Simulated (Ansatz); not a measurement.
Molecule: C$_{2}$H$_{2}$N, charge 0, multiplicity 2. It need not be the lowest isomer of its formula. 
Coordinates optimised at B3LYP-D3(BJ)/def2-TZVP (Ansatz, a program for electronic structure):
```xyz
5

C     -1.1003     0.1172     0.1136
N      0.2172    -0.0231    -0.0224
C      1.3859    -0.1476    -0.1430
H     -1.6290    -0.5396     0.7877
H     -1.6054     0.8842    -0.4538
```
Charge 0, spin multiplicity 2.

Basis-set convergence of Hartree-Fock and MP2 correlation energies (hartree) with Ansatz. Valence correlation only, unless marked. Open shells are spin-unrestricted. Spin-orbit coupling is left out. No relativistic terms.

```
basis        functions       E(HF)  E(corr, MP2)
-----------  ---------  ----------  ------------
aug-cc-pVDZ         87  -131.28744      -0.38866
aug-cc-pVTZ        184           …             …
```

Q: What belongs in the gaps?

A: 
- aug-cc-pVTZ, E(HF): -131.31864
- aug-cc-pVTZ, E(corr, MP2): -0.46748
